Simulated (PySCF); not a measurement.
# Working out the ionisation energy of Ne⁺

Ne⁺ [He] 2s2 2p5 (2P) → Ne²⁺ [He] 2s2 2p4 (3P). All numbers are calculated (PySCF 2.14, scalar relativity by spin-free X2C-1e, in aug-cc-pCVTZ-DK with one added diffuse shell each of s, p, d, f type (8s7p5d3f, 75 functions)). Frozen: nothing. Energies in hartree (1 hartree = 27.21139 eV):

```json
{"part": "UHF", "Ne⁺ (lower)": "-127.947619", "Ne²⁺ (upper)": "-126.505631"}
{"part": "MP2 opposite-spin", "Ne⁺ (lower)": "-0.206342", "Ne²⁺ (upper)": "-0.163383"}
{"part": "MP2 same-spin", "Ne⁺ (lower)": "-0.058527", "Ne²⁺ (upper)": "-0.044755"}
```

Task: What does Hartree-Fock give?

Result: (-126.505631) − (-127.947619) = 1.441988 hartree = 39.238 eV.

Task: What do MP2 and SCS-MP2 (6/5 opposite-spin, 1/3 same-spin) give?

Result: The opposite-spin parts differ by 1.169 eV and the same-spin parts by 0.375 eV. MP2: 39.238 + (1.169) + (0.375) = 40.782 eV. SCS-MP2: 39.238 + 1.2 × (1.169) + (0.375)/3 = 40.766 eV.

A first-order spin-orbit estimate adds -0.005 eV to MP2 (valence and next inner shell), giving 40.777 eV against 40.963 eV (measured; NIST Atomic Spectra Database, ionization energies).

What remains against the reference includes basis incompleteness and correlation beyond second order.
